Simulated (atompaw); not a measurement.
**How hard is this Cu PAW (atompaw) potential?**

* Element: Cu (Z = 29)
* Generator: atompaw 4.2.0.5
* Type: PAW
* Functional: PBE
* Relativity: scalar-relativistic
* Frozen core: [Ar]
* Valence charge: 11
* Reference configuration: 3d10 4s0.5 4p0.5
* Partial waves: 4s (bound): rc 2.40 bohr; 4s channel at 1.75 Ry: rc 2.40 bohr; 4p (bound): rc 2.40 bohr; 4p channel at 3.85 Ry: rc 2.40 bohr; 3d (bound): rc 1.35 bohr; 3d channel at 0.05 Ry: rc 1.35 bohr
* Local potential: vpsmatchnc scheme with l = 3 at 0 Ry, radius 2.00 bohr
* Core correction: smooth core density matched at 1.25 bohr
* Augmentation charge: sinc compensation charge, radius 1.85 bohr; PAW radius 2.40 bohr; waves and projectors: custom rrkj gramschmidtortho

The pseudo-atom Hamiltonian at the reference potential is diagonalised in spherical Bessel functions j_l(qr) that vanish at 20 bohr, with q² up to the cutoff. All-electron valence levels (Ry): 4s -0.3982, 4p -0.0934, 3d -0.4542.

How do the lowest levels (Ry) of each channel move with the cutoff, and are there ghosts?

```json
{"cutoff (Ry)": "8", "s #1": "-0.3982", "s #2": "-0.0252", "p #1": "-0.0933", "d #1": "0.0331", "f #1": "0.0863", "Σ f·Δε (mRy)": "4873.6"}
{"cutoff (Ry)": "15", "s #1": "-0.3982", "s #2": "-0.0252", "p #1": "-0.0934", "d #1": "0.0327", "f #1": "0.0863", "Σ f·Δε (mRy)": "4869.4"}
{"cutoff (Ry)": "21", "s #1": "-0.3982", "s #2": "-0.0252", "p #1": "-0.0934", "d #1": "0.0316", "f #1": "0.0863", "Σ f·Δε (mRy)": "4858.4"}
{"cutoff (Ry)": "35", "s #1": "-0.3982", "s #2": "-0.3042", "p #1": "-0.0934", "d #1": "-0.2136", "f #1": "0.0863", "Σ f·Δε (mRy)": "2406.2"}
{"cutoff (Ry)": "50", "s #1": "-0.4685", "s #2": "-0.3982", "p #1": "-0.0934", "d #1": "-0.4492", "f #1": "0.0863", "Σ f·Δε (mRy)": "49.6"}
{"cutoff (Ry)": "70", "s #1": "-0.4848", "s #2": "-0.3982", "p #1": "-0.0934", "d #1": "-0.4532", "f #1": "0.0863", "Σ f·Δε (mRy)": "9.8"}
{"cutoff (Ry)": "90", "s #1": "-0.4857", "s #2": "-0.3982", "p #1": "-0.0934", "d #1": "-0.4540", "f #1": "0.0863", "Σ f·Δε (mRy)": "2.2"}
{"cutoff (Ry)": "120", "s #1": "-0.4858", "s #2": "-0.3982", "p #1": "-0.0934", "d #1": "-0.4541", "f #1": "0.0863", "Σ f·Δε (mRy)": "0.8"}
{"cutoff (Ry)": "400", "s #1": "-0.4858", "s #2": "-0.3982", "p #1": "-0.0934", "d #1": "-0.4542", "f #1": "0.0863", "Σ f·Δε (mRy)": "0.0"}
```

Result: ghost state, extra bound levels that the all-electron valence spectrum of the same l lacks: s at -6.6 eV (a true bound ghost makes a file unfit for plane-wave use); 10 mRy is reached at 70 Ry and 1 mRy at 100 Ry.
